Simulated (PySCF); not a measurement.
PBE on Sb⁻ (antimony, charge -1), [Kr] 4d10 5s2 5p4, high-spin 3P determinant. Computed with PySCF 2.14 in aug-cc-pwCVQZ-PP with ECP28MDF (10s10p8d6f4g1h, 169 functions), with a scalar-relativistic core potential.

```
cycle= 1 E= -240.244735138607  delta_E= -0.013  |g|= 0.037  |ddm|= 0.624
cycle= 2 E= -240.244890851477  delta_E= -0.000156  |g|= 0.0212  |ddm|= 0.105
cycle= 3 E= -240.245151855121  delta_E= -0.000261  |g|= 0.0109  |ddm|= 0.0712
cycle= 4 E= -240.245260106004  delta_E= -0.000108  |g|= 0.00166  |ddm|= 0.0228
cycle= 5 E= -240.245261996987  delta_E= -1.89e-06  |g|= 0.000401  |ddm|= 0.00404
cycle= 6 E= -240.245262224111  delta_E= -2.27e-07  |g|= 4.66e-05  |ddm|= 0.00178
cycle= 7 E= -240.245262229494  delta_E= -5.38e-09  |g|= 8.72e-06  |ddm|= 0.000316
cycle= 8 E= -240.245262229596  delta_E= -1.02e-10  |g|= 5.85e-07  |ddm|= 2.49e-05
converged SCF energy = -240.245262229596  <S^2> = 2.0086995  2S+1 = 3.0057941
```

Highest occupied orbital energy: 1.370 eV; ⟨L²⟩ = 2.04; populations by l: s 4.00, p 10.00, d 10.00, f 0.00.

(1) Can this result be used?

## Answers

(1) With care. Self-consistency was reached. Energies and moments cover only the electrons outside the core potential. At PBE the highest occupied level has a positive energy, so only the finite basis holds that electron; in a semilocal or global hybrid functional this comes from self-interaction and does not mean that the real anion is unbound.
